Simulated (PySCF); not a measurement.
C4H12NSi, SMILES CN(C)[Si](C)C (connectivity only; charge and spin as stated), charge +1, multiplicity 1. Heavy atoms are numbered as in [CH3:1][N:2]([CH3:3])[Si:4]([CH3:5])[CH3:6]. Hydrogens are named by the atom that carries them.

Geometry optimised at B3LYP-D3(BJ)/def2-SVP. The multiplicity is an assumed one; other spin states were not compared. The isomer is the one that the SMILES or the coordinates give; other isomers of the formula were not compared. One conformer was computed; it need not be the lowest.

Computed with B3LYP/pcSseg-1 (PySCF).

GIAO shieldings, no solvent; atoms alike by connectivity are averaged. δ = σ(ref) − σ: ¹³C against TMS (σ = 181.3 ppm); ¹⁵N against NH3 (σ = 265.5 ppm); ²⁹Si against TMS (σ = 338.7 ppm); ¹H against TMS (σ = 31.68 ppm), references at their B3LYP-D3(BJ)/def2-TZVP geometries, non-relativistic.

Computed chemical shifts:
```csv
nucleus,atoms,count,δ (ppm)
¹³C,C1 (CH3),2,46.1
¹³C,C5 (CH3),2,1.8
¹⁵N,N2,1,167.6
²⁹Si,Si4,1,191.6
¹H,H on C1,6,3.52
¹H,H on C5,6,1.95
```
